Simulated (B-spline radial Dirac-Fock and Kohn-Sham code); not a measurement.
## P⁺ 2p3/2: cross section and angular parameters

System: P⁺ in the configuration [Ne] 3s2 3p2; threshold 148.8 eV (orbital energy of the model). Calculated with a B-spline atomic structure program, using Dirac-Hartree-Slater photoionisation with a Latter tail; cross sections with all multipoles, angular parameters from the dipole term and its interference with E2.

For linearly polarised light dσ/dΩ = σ/(4π) [1 + β P₂(cos θ) + (δ + γ cos²θ) sin θ cos φ], with θ from the polarisation vector and φ the angle between the beam and the projection of the electron momentum on the plane normal to the polarisation.

| hν (eV) | σ (kb) | β | γ | δ |
| --- | --- | --- | --- | --- |
| 231 | 1790 | 1.334 | 0.016 | 0.012 |
| 521 | 243 | 1.462 | 0.240 | 0.020 |
| 800 | 71.9 | 1.353 | 0.378 | 0.030 |
| 1060 | 30.9 | 1.248 | 0.468 | 0.039 |
| 1160 | 23.5 | 1.211 | 0.497 | 0.043 |
| 1253.6 | 18.4 | 1.177 | 0.521 | 0.047 |
| 1730 | 6.62 | 1.028 | 0.621 | 0.067 |
| 2000 | 4.12 | 0.958 | 0.663 | 0.078 |
| 2170 | 3.14 | 0.919 | 0.686 | 0.084 |
| 2580 | 1.76 | 0.835 | 0.732 | 0.101 |
| 3030 | 1.01 | 0.758 | 0.773 | 0.118 |
| 3080 | 0.958 | 0.750 | 0.777 | 0.120 |
| 3230 | 0.812 | 0.728 | 0.789 | 0.125 |
| 3720 | 0.496 | 0.663 | 0.823 | 0.143 |
| 4000 | 0.384 | 0.631 | 0.839 | 0.152 |
| 4420 | 0.269 | 0.587 | 0.862 | 0.167 |
| 5180 | 0.152 | 0.522 | 0.897 | 0.191 |
| 7650 | ? | ? | ? | ? |
| 8047.8 | 0.0302 | 0.363 | 0.999 | 0.270 |
| 8070 | 0.0299 | 0.362 | 1.000 | 0.270 |
| 8990 | 0.0200 | 0.327 | 1.027 | 0.293 |
| 10800 | 0.00997 | 0.271 | 1.075 | 0.334 |
| 13200 | 0.00462 | 0.213 | 1.128 | 0.383 |
| 15000 | 0.00282 | 0.178 | 1.160 | 0.417 |

**Question.** Give the values at 7650 eV.

**Answer.** σ = 0.0365 kb, β = 0.379, γ = 0.987, δ = 0.260.
